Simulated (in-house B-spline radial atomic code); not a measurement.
Configurations of Tl IX (Tl8+), with energies counted from [Xe] 4f14 5d5. Computed with a radial B-spline atomic code at the basis-set limit: Dirac-Hartree-Fock, average of configuration, Fermi nucleus of rms radius 5.4759 fm. Energies include first-order Breit, QED and recoil terms.

Occupations are held fixed; configurations that lie above the ionisation limit could autoionise.

| configuration | E - E(ref) (eV) | highest orbital | its <r> (bohr) |
| --- | --- | --- | --- |
| [Xe] 4f14 5d4 8s1 | 96.55 | 8s1/2 | 4.688 |
| [Xe] 4f14 5d4 7f1 | 104.15 | 7f7/2 | 5.119 |
| [Xe] 4f14 5d4 8f1 | 112.81 | 8f7/2 | 7.258 |
| [Kr] 4d10 4f14 5s2 5p5 5d5 8f1 | 186.47 | 8f7/2 | 7.239 |
| [Xe] 4f13 5d5 7p1 | 202.59 | 7p3/2 | 3.436 |
| [Xe] 4f13 5d5 6g1 | 224.75 | 6g7/2 | 4.652 |
| [Xe] 4f13 5d5 9g1 | 242.23 | 9g7/2 | 11.99 |

Q: Order these further configurations by energy, lowest first.
A. [Kr] 4d10 4f14 5s2 5p5 5d5 8g1
B. [Xe] 4f14 5d4 7g1
C. [Xe] 4f14 5d4 8p1
D. [Xe] 4f14 5d4 6p1
E. [Xe] 4f14 5d4 7s1

A: D (46.402 eV), E (75.433 eV), C (100.57 eV), B (113.02 eV), A (192.13 eV).

Q: How far above the reference does [Kr] 4d10 4f14 5s2 5p5 5d5 5f1 lie?

A: 133.97 eV; its least bound orbital is 5f7/2 with <r> = 1.731 bohr.

Q: How far above the reference does [Xe] 4f14 5d4 6f1 lie?

A: 89.479 eV; its least bound orbital is 6f7/2 with <r> = 3.303 bohr.
